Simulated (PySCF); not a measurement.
## Working out the ionisation energy of Fe

Fe [Ar] 3d6 4s2 (5D) → Fe⁺ [Ar] 3d6 4s1 (6D). Calculation: PySCF 2.14, in 6-31G* (5s4p2d1f, 34 functions); no relativity, point nucleus. Frozen: [Ar]. Energies in hartree (1 hartree = 27.21139 eV):

| part | Fe (lower) | Fe⁺ (upper) |
| --- | --- | --- |
| UHF | -1262.266501 | -1262.036298 |
| MP2 opposite-spin | -0.055811 | -0.031595 |
| MP2 same-spin | -0.046456 | -0.045579 |

Task: What does Hartree-Fock give?

Result: (-1262.036298) − (-1262.266501) = 0.230203 hartree = 6.264 eV.

Task: What do MP2 and SCS-MP2 (6/5 opposite-spin, 1/3 same-spin) give?

Result: The opposite-spin parts differ by 0.659 eV and the same-spin parts by 0.024 eV. MP2: 6.264 + (0.659) + (0.024) = 6.947 eV. SCS-MP2: 6.264 + 1.2 × (0.659) + (0.024)/3 = 7.063 eV.

Measured between the centres of the two terms (NIST): 7.904 eV, so MP2 (valence) is off by -0.957 eV.

The calculation is non-relativistic.

What remains against the reference includes basis incompleteness, the frozen core and correlation beyond second order.
